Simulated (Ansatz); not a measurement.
Reaction (ligand exchange at the Si–N bond): `CN[SiH2]CN` + H–F → `NC[SiH2]F` + CH₃NH₂

Computed with Ansatz on PBE0-D4/def2-TZVP structures; ΔE is electronic, products minus reactants. CCSD(T)/CBS adds triple-zeta CCSD(T) − MP2 to the extrapolated MP2 energy (def2 sets, frozen cores). This one scheme is used for every species. DFT in def2-TZVPP. B3LYP here is the variant with VWN-RPA as its local correlation; programs differ in this. Each species was taken in one conformer, which may not be the lowest.

**Question.** Is it downhill or uphill in electronic energy at CCSD(T)/CBS, and by how much? (An estimate is asked.)

**Answer.** Computed: Downhill: ΔE = -20.0 kcal/mol.

**Question.** What do these levels give: r2SCAN-D4, PBE0-D4, B3LYP-D4, ωB97X-V, ωB97M-V, B2PLYP, SCS-MP2/def2-TZVPP, CCSD(T)/def2-TZVPP, MP2/def2-QZVPP, SCS-MP2/def2-QZVPP, HF/CBS(def2), CCSD/CBS(def2)? (Best estimate.)

**Answer.** Ansatz gave: r2SCAN-D4 -21.4, PBE0-D4 -19.4, B3LYP-D4 -20.8, ωB97X-V -21.2, ωB97M-V -20.9, B2PLYP -22.5, SCS-MP2/def2-TZVPP -21.1, CCSD(T)/def2-TZVPP -20.2, MP2/def2-QZVPP -19.5, SCS-MP2/def2-QZVPP -21.1, HF/CBS(def2) -26.4, CCSD/CBS(def2) -20.9 kcal/mol.

Largest T1 diagnostic among the species: 0.010.

The D4 term adds +3.2 kcal/mol with B3LYP and +1.8 kcal/mol with PBE0; it sums over pairs of atoms, weighted by their polarisabilities, and B3LYP, whose exchange is more repulsive, gets the larger term. In def2-TZVPP, CCSD(T) changes the Hartree–Fock value by +5.8 kcal/mol (the triples alone add +0.8 kcal/mol) and MP2 by +6.6 kcal/mol.
